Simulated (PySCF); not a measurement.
(H2Al-mu-F)3.
Structure used (PBE0-D3(BJ)/def2-SVP), in Å, numbered top down from 1:
```
atom  x, y, z in Å
Al1    2.0102    0.0112    0.3128
H2     2.9201    0.4494   -0.8979
H3     2.4468   -0.4204    1.7653
F4     0.6880    1.2566    0.4862
Al5   -1.0910    1.6517    0.3824
H6    -1.2802    2.6777   -0.7993
H7    -1.6437    1.7299    1.8571
F8    -1.4858   -0.0100   -0.2608
Al9   -0.8921   -1.6824   -0.6858
H10   -1.0052   -1.8401   -2.2502
H11   -1.3901   -2.6617    0.4451
F12    0.8384   -1.2446   -0.3038
```

Jobs on this species (12 atoms, 72 electrons) with PySCF (density fitting). Hardware of each: one thread of an Intel Xeon at 2.50 GHz, on a shared host. The host was shared with other jobs, so the times are rough. Peak memory is the resident size of the whole Python process, interpreter and libraries included.

Question: Rank these jobs by wall time, shortest first.
A. delta-SCF UKS SCAN, pcX-2 on the ionised atom, pcseg-1 elsewhere, spin-free X2C; ΔSCF core ionisation, 3 holes; 168 basis functions
B. PBE0/pcSseg-1 (pcSseg-2 on Al); shieldings, charges and field gradients, density and orbital grids written; 210 basis functions
C. wB97X-D/def2-SVPD; 15 singlets by full TDDFT, 4 Tamm–Dancoff triplets, polarisability, ΔSCF ions, density and orbital grids written; 189 basis functions

Answer: A (43 s), B (83 s), C (4.4 min).

All jobs:

| level and settings | work | basis functions | SCF cycles | wall time | peak memory |
| --- | --- | --- | --- | --- | --- |
| delta-SCF UKS SCAN, pcX-2 on the ionised atom, pcseg-1 elsewhere, spin-free X2C | ΔSCF core ionisation, 3 holes | 168 | 41 | 43 s | 0.53 GiB |
| B3LYP/pcSseg-1 (pcSseg-2 on Al) | shieldings | 210 | 11 | 58 s | 1.1 GiB |
| PBE/pcSseg-1 (pcSseg-2 on Al) | shieldings | 210 | 12 | 80 s | 0.95 GiB |
| PBE0/pcSseg-1 (pcSseg-2 on Al) | shieldings, charges and field gradients, density and orbital grids written | 210 | 11 | 83 s | 1.0 GiB |
| PBE0-D3(BJ)/def2-SVP, grid level 1 | geometry optimisation from a GFN2-xTB start shaken at random | 126 | 44 | 2.2 min | 0.48 GiB |
| wB97X-D/def2-SVPD | 15 singlets by full TDDFT, 4 Tamm–Dancoff triplets, polarisability, ΔSCF ions, density and orbital grids written | 189 | 12 | 4.4 min | 1.0 GiB |

Q: What do all jobs in the table cost together?

A: About 11 min; the longest takes about 40 % of that, and about 6.1 times as long as the shortest.
